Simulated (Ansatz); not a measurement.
`[CH3][Ge][F]` + `[SiH3]N[SiH3]` → `[F][Ge][N]([SiH3])[SiH3]` + CH₄ at 400 K and 1 bar (ligand exchange at a Ge–C bond).

Gas-phase electronic energies from Ansatz, PBE0-D4/def2-TZVP geometries. CBS: MP2 limit from def2 TZ/QZ plus the TZ coupled-cluster correction, frozen cores. This one scheme is used for every species. For Ge outer-core shells are correlated without core-valence functions, which leaves a few kJ/mol of doubt a bond. Scalar relativity is left out up to krypton. One conformer a species, not always the lowest.

| species | CCSD(T)/CBS energy (Eh) | H − E (kJ/mol) | S (J/(mol·K)) |
| --- | --- | --- | --- |
| `[CH3][Ge][F]` | -2215.78112 | 118.9 | 321.3 |
| `[SiH3]N[SiH3]` | -637.10515 | 203.4 | 366.7 |
| `[F][Ge][N]([SiH3])[SiH3]` | -2812.46809 | 193.9 | 427.6 |
| CH₄ | -40.46206 | 131.3 | 197.2 |

H − E and S are ideal-gas, rigid-rotor, harmonic terms from PBE0-D4/def2-TZVP, for one conformer and one mirror image of each species. 1 Eh = 2625.50 kJ/mol, R = 8.31446 J/(mol·K).

Question: By hand: ΔE, ΔH, ΔS and ΔG.

Answer: ΔE = (-2812.46809) + (-40.46206) − (-2215.78112) − (-637.10515) = -0.04388 Eh = -115.2 kJ/mol. Δ(H − E) = 193.9 + 131.3 − 118.9 − 203.4 = 2.9, so ΔH = -112.3 kJ/mol. ΔS = 427.6 + 197.2 − 321.3 − 366.7 = -63.2 J/(mol·K). ΔG = -112.3 − 400 × (-63.2)/1000 = -87.0 kJ/mol.

Question: By hand: the equilibrium constant, and the temperature at which ΔG would vanish if ΔH and ΔS stayed fixed.

Answer: log₁₀ K = −ΔG/(RT ln 10) = 11.4. ΔG = 0 at ΔH/ΔS = 1777 K.

ΔH outweighs TΔS. A doubt of 5 kJ/mol in ΔE shifts log₁₀ K by 0.7 here. Other conformers and mirror images would add mixing entropy, several J/(mol·K) or more a flexible species. Modes under 60 cm⁻¹, often nearly free rotors, make the harmonic entropy too high. These are equilibria of isolated gas molecules and say nothing of rates. Largest T1 diagnostic: 0.014 (customary marks: 0.02 for closed shells, 0.045 for open ones).
